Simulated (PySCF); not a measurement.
Excitation energy of Co by level of theory

Co [Ar] 3d7 4s2 (4F) → Co [Ar] 3d6 4s2 5s1 (6D), as a difference of total energies. All numbers are calculated (PySCF 2.14, scalar relativity by spin-free X2C-1e, in aug-cc-pwCVTZ-DK with one added diffuse shell each of s, p, d, f, g type (11s10p8d5f4g, 152 functions)). The calculations carry no spin-orbit coupling.

```csv
method,excitation energy (eV)
UHF,8.092
BP86,10.808
PW91,10.745
M06,9.928
```

The upper state lies above the first ionisation limit, but in LS coupling its spin forbids autoionisation to the ground ion. A Rydberg-like electron needs more diffuse functions than a valence basis has.

The promoted electron is Rydberg-like, and one or two diffuse shells describe it only roughly, which tends to raise the upper state.
